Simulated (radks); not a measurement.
Question: These are the eigenvalues of the occupied orbitals of an atom or ion with whole-number occupations (eV). Method: scalar-relativistic Kohn-Sham, LDA (Slater exchange, Perdew-Wang correlation), spin-polarised, spherical densities, finite nucleus; Fermi nuclear charge, rms radius of each element as measured or else 0.836 A^(1/3) + 0.57 fm; computed with a radial shooting solver on a logarithmic mesh with Libxc functionals.

1s up: -48322.82
1s down: -48322.81
2s up: -7941.825
2s down: -7941.736
2p up: -7080.659
2p down: -7080.594
3s up: -1752.933
3s down: -1750.550
3p up: -1484.817
3p down: -1482.454
3d up: -1125.023
3d down: -1123.174
4s up: -354.9075
4s down: -349.4174
4p up: -266.6616
4p down: -261.2040
4d up: -143.6294
4d down: -138.2503
5s up: -53.3343
5s down: -50.3103
5p up: -32.1478
5p down: -29.8338
4f up: -11.7473
6p up: -6.3918

Which element is it, and in what charge state? The configuration may be excited. Open shells, if any, are filled with parallel spins first.

Answer: Z = 63, europium, charge +1: Eu+ in [Xe] 4f7 6p1. The list shows which subshells hold electrons but not how many an open one holds; the 1s level, -1775.8 hartree, gives Z - s = 59.6 by -(Z - s)^2/2, which with screening and relativity narrows Z to a few neighbours, and the depths of the outer levels then fix element, charge and occupations together.
